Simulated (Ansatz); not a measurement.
**Worked example: C2H8BN + MgCl → C2H7BN + MgHCl**

Species: C2H8BN `BNCC`, singlet; MgCl, doublet; C2H7BN `B[N]CC`, doublet; MgHCl `[MgH][Cl]`, singlet. A radical takes H: the energy is the difference in strength between the N–H bond broken and the Mg–H bond made.

Shapes, held fixed at every level: PBE0-D4/def2-TZVP. Flexible molecules stand in one conformer, not always the lowest. Programs: Ansatz 0.2.0. The zero-point and thermal change to 298 K, harmonic and unscaled (PBE0-D4/def2-TZVP), is -25.1 kJ/mol.

At CCSD(T)/def2-TZVPP; 1 Eh = 2625.50 kJ/mol:

```
species  energy (Eh)
 C2H8BN  -160.363436
   MgCl  -659.587801
 C2H7BN  -159.680827
  MgHCl  -660.200097
```

Question: Work out ΔH(298 K) of the reaction at this level.

Answer: 
1. Products less reactants: (-159.680827) + (-660.200097) − [(-160.363436) + (-659.587801)] = 0.070313 Eh = +184.6 kJ/mol.
2. With the thermal change: +184.6 + (-25.1) = +159.5 kJ/mol.

Other levels give +136.0 (r2SCAN-D4/def2-TZVPP) to +188.3 kJ/mol (MP2/def2-SVP). No measured value is set beside it here. Open shells run unrestricted unless RO is named. Correlated rows may include outer-core shells of Mg, which these sets cover unevenly.
